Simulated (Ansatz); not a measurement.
`NB(S)O[SiH3]` and `NB(Br)O[SiH3]` differ in one atom or group.

Ansatz, PBE0-D4/def2-TZVP geometries, multiplicity 1. Each molecule was computed in one conformer, which needn't be the lowest.

Scalar relativity is left out up to krypton. Spin–orbit coupling is left out; it splits and shifts lone-pair levels of the heavy atoms by tenths of an eV.

```json
{"property": "HOMO energy (PBE0/def2-TZVPP) / eV", "`NB(S)O[SiH3]`": "-7.22"}
{"property": "HOMO energy (ωB97M-V/def2-TZVPP) / eV", "`NB(S)O[SiH3]`": "-9.44"}
{"property": "HOMO energy (B3LYP/def2-TZVPP) / eV", "`NB(S)O[SiH3]`": "-6.97"}
{"property": "LUMO energy (ωB97M-V/def2-TZVPP) / eV", "`NB(S)O[SiH3]`": "1.64"}
{"property": "LUMO energy (B3LYP/def2-TZVPP) / eV", "`NB(S)O[SiH3]`": "-0.23"}
{"property": "size of the dipole moment (PBE/def2-TZVPP) / D", "`NB(S)O[SiH3]`": "2.10"}
```

Question: What does the change do to each property? (An estimate is asked.)

Answer: Ansatz gave: 
```
                                      property  `NB(Br)O[SiH3]`  shift
            HOMO energy (PBE0/def2-TZVPP) / eV            -8.01  -0.79
         HOMO energy (ωB97M-V/def2-TZVPP) / eV           -10.28  -0.84
           HOMO energy (B3LYP/def2-TZVPP) / eV            -7.75  -0.78
         LUMO energy (ωB97M-V/def2-TZVPP) / eV             1.72   0.08
           LUMO energy (B3LYP/def2-TZVPP) / eV            -0.05   0.18
size of the dipole moment (PBE/def2-TZVPP) / D             2.01  -0.09
```

With PBE0 the HOMO falls by 0.79 eV and the LUMO rises by 0.18 eV, so the gap widens by about 0.97 eV. PBE moves the HOMO by -0.71 eV and ωB97M-V by -0.84 eV. Dipoles are sizes alone; their direction can turn.

B3LYP here is the variant with VWN-RPA as its local correlation; programs differ in this.
